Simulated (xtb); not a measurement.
Input for xtb: GFN2-xTB on CH4O2Sn (SMILES C[O][Sn][OH]), a point of a torsion scan.

```
$ xtb mol.xyz --gfn 2 --sp --chrg 0 --uhf 0
8

C     -1.19467669     0.07251381    -0.39179684
O     -0.73251372     0.87784361     0.65872207
Sn    -1.13370041     1.69349972     2.47638161
O     -3.01960422     1.03029934     2.87571845
H     -2.28505840    -0.01803871    -0.38561386
H     -0.75945223    -0.92700184    -0.31529491
H     -0.88611240     0.51688572    -1.34208225
H     -3.56408668     0.45697806     2.33892066
```

Output:

```
[...]
           -------------------------------------------------
          |                Calculation Setup                |
           -------------------------------------------------



           -------------------------------------------------
          |                 G F N 2 - x T B                 |
           -------------------------------------------------

        Reference                      10.1021/acs.jctc.8b01176
      * Hamiltonian:
        H0-scaling (s, p, d)           1.850000    2.230000    2.230000
        zeta-weighting                 0.500000
      * Dispersion:
        s8                             2.700000
        a1                             0.520000
        a2                             5.000000
        s9                             5.000000
      * Repulsion:
        kExp                           1.500000    1.000000
        rExp                           1.000000
      * Coulomb:
        alpha                          2.000000
        third order                    shell-resolved
        anisotropic                    true
        a3                             3.000000
        a5                             4.000000
        cn-shift                       1.200000
        cn-exp                         4.000000
        max-rad                        5.000000


          ...................................................
          :                      SETUP                      :
          :.................................................:
          :  # basis functions                  26          :
          :  # atomic orbitals                  25          :
          :  # shells                           13          :
          :  # electrons                        24          :
          :  max. iterations                   250          :
          :  Hamiltonian                  GFN2-xTB          :
          :  restarted?                      false          :
          :  GBSA solvation                  false          :
          :  PC potential                    false          :
          :  electronic temp.          300.0000000     K    :
          :  accuracy                    1.0000000          :
          :  -> integral cutoff          0.2500000E+02      :
          :  -> integral neglect         0.1000000E-07      :
          :  -> SCF convergence          0.1000000E-05 Eh   :
          :  -> wf. convergence          0.1000000E-03 e    :
          :  Broyden damping             0.4000000          :
          :  net charge                          0          :
          :  unpaired electrons                  0          :
          ...................................................

 iter      E             dE          RMSdq      gap      omega  full diag
   1    -13.5051399 -0.135051E+02  0.178E+01    1.18       0.0  T
   2    -14.0444740 -0.539334E+00  0.135E+01    8.54       1.0  T
   3    -14.4582344 -0.413760E+00  0.486E+00    5.84       1.0  T
   4    -14.1370476  0.321187E+00  0.131E+01    2.01       1.0  T
   5    -14.3983758 -0.261328E+00  0.763E+00    2.69       1.0  T
   6    -14.5054196 -0.107044E+00  0.278E+00    5.33       1.0  T
   7    -14.5300964 -0.246768E-01  0.167E+00    4.90       1.0  T
   8    -14.5339172 -0.382080E-02  0.153E+00    4.81       1.0  T
   9    -14.5456553 -0.117381E-01  0.705E-01    4.45       1.0  T
  10    -14.5473042 -0.164891E-02  0.501E-01    4.36       1.0  T
  11    -14.5487485 -0.144426E-02  0.131E-01    4.22       1.0  T
  12    -14.5488303 -0.818351E-04  0.325E-02    4.17       1.1  T
  13    -14.5488279  0.243383E-05  0.259E-02    4.17       1.4  T
  14    -14.5488304 -0.246128E-05  0.291E-03    4.18      12.1  T
  15    -14.5488303  0.155257E-07  0.158E-03    4.18      22.3  T
  16    -14.5488304 -0.226203E-07  0.295E-04    4.18     119.9  T
  17    -14.5488304 -0.534019E-09  0.171E-04    4.18     206.2  T

   *** convergence criteria satisfied after 17 iterations ***

         #    Occupation            Energy/Eh            Energy/eV
      -------------------------------------------------------------
         1        2.0000           -0.8509253             -23.1549
       ...           ...                  ...                  ...
         6        2.0000           -0.5034233             -13.6988
         7        2.0000           -0.5024061             -13.6712
         8        2.0000           -0.4882729             -13.2866
         9        2.0000           -0.4361344             -11.8678
        10        2.0000           -0.4293154             -11.6823
        11        2.0000           -0.3968071             -10.7977
        12        2.0000           -0.3933833             -10.7045 (HOMO)
        13                         -0.2398968              -6.5279 (LUMO)
        14                         -0.1779762              -4.8430
        15                         -0.1688296              -4.5941
        16                         -0.1272943              -3.4639
        17                         -0.1092951              -2.9741
       ...                                ...                  ...
        25                          0.4216952              11.4749
      -------------------------------------------------------------
                  HL-Gap            0.1534865 Eh            4.1766 eV
             Fermi-level           -0.3166400 Eh           -8.6162 eV

 SCC (total)                   0 d,  0 h,  0 min,  0.008 sec
 SCC setup                      ...        0 min,  0.000 sec (  1.190%)
 Dispersion                     ...        0 min,  0.000 sec (  0.622%)
 classical contributions        ...        0 min,  0.000 sec (  0.768%)
 integral evaluation            ...        0 min,  0.001 sec ( 12.555%)
 iterations                     ...        0 min,  0.005 sec ( 60.518%)
 molecular gradient             ...        0 min,  0.002 sec ( 22.801%)
 printout                       ...        0 min,  0.000 sec (  1.376%)

         :::::::::::::::::::::::::::::::::::::::::::::::::::::
         ::                     SUMMARY                     ::
         :::::::::::::::::::::::::::::::::::::::::::::::::::::
         :: total energy             -14.472591712469 Eh    ::
         :: gradient norm              0.000600020557 Eh/a0 ::
         :: HOMO-LUMO gap              4.176580527360 eV    ::
         ::.................................................::
         :: SCC energy               -14.548828605166 Eh    ::
         :: -> isotropic ES            0.044604186887 Eh    ::
         :: -> anisotropic ES          0.006972602494 Eh    ::
         :: -> anisotropic XC          0.000146111728 Eh    ::
         :: -> dispersion             -0.003985770471 Eh    ::
         :: repulsion energy           0.076236892698 Eh    ::
         :: add. restraining           0.000000000000 Eh    ::
         :: total charge               0.000000000000 e     ::
         :::::::::::::::::::::::::::::::::::::::::::::::::::::

           -------------------------------------------------
          |                Property Printout                |
           -------------------------------------------------

    * Orbital Energies and Occupations

         #    Occupation            Energy/Eh            Energy/eV
      -------------------------------------------------------------
         1        2.0000           -0.8509253             -23.1549
         2        2.0000           -0.6511348             -17.7183
         3        2.0000           -0.6409245             -17.4404
         4        2.0000           -0.5847371             -15.9115
         5        2.0000           -0.5252645             -14.2932
         6        2.0000           -0.5034233             -13.6988
         7        2.0000           -0.5024061             -13.6712
         8        2.0000           -0.4882729             -13.2866
         9        2.0000           -0.4361344             -11.8678
        10        2.0000           -0.4293154             -11.6823
        11        2.0000           -0.3968071             -10.7977
        12        2.0000           -0.3933833             -10.7045 (HOMO)
        13                         -0.2398968              -6.5279 (LUMO)
        14                         -0.1779762              -4.8430
        15                         -0.1688296              -4.5941
        16                         -0.1272943              -3.4639
        17                         -0.1092951              -2.9741
        18                         -0.0663742              -1.8061
        19                         -0.0219004              -0.5959
        20                          0.0982065               2.6723
        21                          0.1690864               4.6011
        22                          0.2002230               5.4483
        23                          0.2236369               6.0855
       ...                                ...                  ...
        25                          0.4216952              11.4749
      -------------------------------------------------------------
                  HL-Gap            0.1534865 Eh            4.1766 eV
             Fermi-level           -0.3166400 Eh           -8.6162 eV

     #   Z          covCN         q      C6AA      α(0)
     1   6 C        3.630     0.053    20.085     6.454
     2   8 O        1.614    -0.445    21.761     6.296
     3  50 Sn       1.533     0.529   440.673    45.249
     4   8 O        1.568    -0.538    23.775     6.579
     5   1 H        0.924     0.026     2.649     2.545
     6   1 H        0.924     0.033     2.538     2.491
     7   1 H        0.924     0.036     2.498     2.471
     8   1 H        0.807     0.305     0.705     1.319

 Mol. C6AA /au·bohr⁶  :       1598.145481
 Mol. C8AA /au·bohr⁸  :     100840.040986
 Mol. α(0) /au        :         73.405362


Wiberg/Mayer (AO) data.
largest (>0.10) Wiberg bond orders for each atom

 ---------------------------------------------------------------------------
     #   Z sym  total        # sym  WBO       # sym  WBO       # sym  WBO
 ---------------------------------------------------------------------------
     1   6 C    3.961 --     2 O    0.994     6 H    0.979     7 H    0.978
                             5 H    0.978
     2   8 O    2.193 --     3 Sn   1.131     1 C    0.994
     3  50 Sn   2.462 --     4 O    1.240     2 O    1.131
     4   8 O    2.152 --     3 Sn   1.240     8 H    0.872
     5   1 H    0.999 --     1 C    0.978
     6   1 H    0.999 --     1 C    0.979
     7   1 H    0.999 --     1 C    0.978
     8   1 H    0.907 --     4 O    0.872
 ---------------------------------------------------------------------------

Topologies differ in total number of bonds
Writing topology from bond orders to xtbtopo.mol

molecular dipole:
                 x           y           z       tot (Debye)
 q only:        0.156       0.155       0.179
   full:        0.513       0.440       0.400       1.996
molecular quadrupole (traceless):
                xx          xy          yy          xz          yz          zz
 q only:       -3.059       2.407       2.469       5.101       3.628       0.590
  q+dip:       -6.122       3.604       4.367       7.506       6.372       1.755
   full:       -8.077       2.851       5.996       9.430       6.461       2.080


           -------------------------------------------------
          | TOTAL ENERGY              -14.472591712469 Eh   |
          | GRADIENT NORM               0.000600020557 Eh/α |
          | HOMO-LUMO GAP               4.176580527360 eV   |
           -------------------------------------------------

------------------------------------------------------------------------
------------------------------------------------------------------------
 total:
Note: The following floating-point exceptions are signalling: IEEE_UNDERFLOW_FLAG IEEE_DENORMAL
normal termination of xtb
 SCF:
```

The run finished.

Cost: roughly 0.04 core-seconds.
